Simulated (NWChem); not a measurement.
InN₂H₄Br; SMILES [NH2][In]([NH2])[Br]

```xyz
8

In     0.0292     0.6950     0.0000
Br    -0.0128    -1.8003     0.0000
N     -0.1333     1.5700    -1.8178
H      0.1684     0.9905    -2.5970
H      0.2736     2.4962    -1.9199
N     -0.1333     1.5700     1.8178
H      0.2736     2.4962     1.9199
H      0.1684     0.9905     2.5970
```
Atoms are numbered in this order, from 1.

All runs: NWChem. Structure relaxed at the PBE0/def2-SVP level. Not confirmed as a minimum by frequencies. def2 effective core potentials on In; no spin-orbit coupling. Level SCAN/def2-SVP: energy and gradient on several grids; changes count from the extra-fine grid, which is no exact limit either.

| grid | size of the energy change (μHa) | largest change of a gradient component (μHa/bohr) |
|---|---|---|
| xcoarse | 10000 | 8000 |
| coarse | 20000 | 2000 |
| medium | 600 | 800 |
| fine | 400 | 300 |
| xfine | < 10 | < 30 |
